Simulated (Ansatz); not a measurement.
F₂Sb, doublet, geometry from GFN2-xTB (the spin is typed, not shown lowest) (all electrons, no relativity); PBE/3-21G (Ansatz, a first-principles code).

Input for Ansatz:
Ansatz 0.2 input:
```yaml
crystal:
  periodic: [false, false, false]
  atoms:
    - {symbol: Sb, position_ang: [0.31771594, 0.14976653, 0.12006733]}
    - {symbol: F, position_ang: [-1.05374455, 0.63895176, -1.26017625]}
    - {symbol: F, position_ang: [-0.74664576, -1.48762875, 0.57979471]}
basis:
  gaussian:
    orbitals: 3-21G.json
hamiltonian:
  xc: pbe
magnetization: {spin_polarized: true, initial_magnetization: 1}
scf: {lower_state_search: light}
```
The basis file holds 3-21G in the JSON format of the Basis Set Exchange.

**Question.** What does Ansatz print? Leave out banner, timings and long lists.

**Answer.** 
```
Functional definition: PBE
631 factors; their error is unknown
mean field evaluation 1: about -176505.2775 eV, gradient 3.4e1 eV
mean field evaluation 2: about -176465.5891 eV, gradient 1.0e2 eV
mean field evaluation 4: about -176508.8679 eV, gradient 3.6e0 eV
mean field evaluation 8: about -176508.9227 eV, gradient 1.9e-2 eV
mean field evaluation 16: about -176508.9227 eV, gradient 1.7e-5 eV
mean field -176508.92274526 eV, -6486.5832688432 hartree, gradient 1.7e-5 eV, S^2 0.750566; 0 other end points of the search recorded, 0 dependent functions left out
reference -176508.92276979 eV, -6486.5832697447 hartree; 35, 34 occupied and 16, 17 virtual orbitals, 631 factors
Total energy: -176508.92276979 eV, -6486.5832697447 hartree
```
